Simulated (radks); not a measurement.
Results of a calculation; reference values are marked as such.
Spherical quantum dot in the effective-mass picture: electrons in a well V = -V0 / (1 + exp((r - R)/a)) with V0 = 11.4, R = 3.87, a = 0.17, with a point charge +2 (a donor) at the centre, all in effective atomic units (hartree* = m*/eps^2 hartree, bohr* = eps/m* bohr), one dielectric constant everywhere. Level of theory: non-relativistic Kohn-Sham, PBEsol, spin-polarised, spherical densities (a radial shooting solver with Libxc functionals). Levels are named by radial order and angular momentum (1s, 1p, 1d, 2s, ...), and open shells are averaged over m.

N = 5, configuration 1s2 1p(up 3, down 0). This is the lowest configuration that the search found. Occupied and some empty levels:

level,occupation,eigenvalue (hartree*),<r> (bohr*)
1s up,1,-10.688,1.082
1s down,1,-10.648,0.9944
1p up,3,-9.9559,2.281
2s up,0,-9.8755,2.140
1p down,0,-9.8131,2.262
2s down,0,-9.7557,2.202
1d up,0,-9.5180,2.524
1d down,0,-9.3682,2.527
1f up,0,-9.0040,2.678
1f down,0,-8.8551,2.686

Energy (hartree*): total -57.0452, kinetic 4.3650, external -65.916, Hartree 6.4250, exchange-correlation -1.9193.

Electron density:

r (bohr*),n(r) (e/bohr*^3)
0.180,1.597
0.479,0.5284
0.779,0.2032
1.08,0.09750
1.38,0.06090
1.68,0.04659
1.98,0.03851
2.28,0.03102
2.58,0.02260
2.88,0.01386
3.18,0.006519
3.48,0.002046
3.78,0.0003426
